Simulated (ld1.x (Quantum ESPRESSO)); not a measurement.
**arsenic: PAW pseudisation with BP86, scalar-relativistic reference atom.**

ld1.x (Quantum ESPRESSO) 7.5 input, shortened:

```
&input
   title='As', zed=33., rel=1, dft='BP', iswitch=3,
   config='[Ar] 3d10 4s1.5 4p3.5'
 /
 &inputp
   pseudotype=3, lpaw=.true., tm=.true., lloc=-1, rcloc=1.00,
   nlcc=.true., rcore=0.45,
   which_augfun='PSQ', rmatch_augfun_nc=.true.
 /
6
3S  1  0   2.00   0.00  0.95  1.00  0.0
4S  2  0   1.50   0.00  0.95  1.00  0.0
3P  2  1   6.00   0.00  0.85  1.15  0.0
4P  3  1   3.50   0.00  0.85  1.15  0.0
3D  3  2  10.00   0.00  0.55  0.65  0.0
3D  3  2   0.00  -2.55  0.55  0.65  0.0
 &test
   configts(1)='3s2 3p6 3d10 4s1.5 4p3.5'
 /
```

All-electron outer shells of the reference configuration (BP86, scalar-relativistic, ld1.x):

| shell | level (eV) | outermost node (bohr) | outermost maximum (bohr) |
| --- | --- | --- | --- |
| 2s | -1488.12 | 0.06 | 0.17 |
| 2p | -1304.97 | – | 0.14 |
| 3s | -191.25 | 0.25 | 0.52 |
| 3p | -134.63 | 0.22 | 0.52 |
| 3d | -41.61 | – | 0.47 |
| 4s | -15.09 | 0.73 | 1.61 |
| 4p | -5.65 | 0.78 | 1.97 |

Task: Does the generator finish with these settings?

Result: Yes, a potential is produced and its reference levels are reproduced.

Task: Estimate the cutoffs (Ry, on a coarse ladder) from which the occupation-weighted sum of valence levels, in a spherical-Bessel basis at the reference potential, stays within 10 and 1 mRy of its value at 400 Ry.

Result: over 300 Ry and over 300 Ry.

Task: What does a ghost test show?

Result: No extra level below or beside the all-electron valence levels (s, p, d, f tested).

Task: Is the overlap operator S = 1 + Σ q|β⟩⟨β| positive definite (Bessel basis up to 400 Ry)?

Result: Barely: its lowest eigenvalue is 0.021 (s channel).

Task: Which valence shell sets the plane-wave cutoff?

Result: 3d: its level needs over 300 Ry to come within 1 mRy, against 160 Ry for 4p.

Task: Tests: 3s2 3p6 3d10 4s2 4p3; 3s2 3p6 3d10 4s2 4p2; 3s2 3p6 3d10 4s2 4p1; 3s2 3p6 3d10 4s1 4p4; 3s2 3p5 3d10 4s2 4p3; 3s2 3p6 3d10 4s1 4p3; 3s2 3p6 3d10 4s2 4p2.5. Which has the largest error in its energy relative to the reference configuration, and how large is it?

Result: 3s2 3p5 3d10 4s2 4p3, with +59 meV (all-electron minus pseudo) on +139.82 eV.
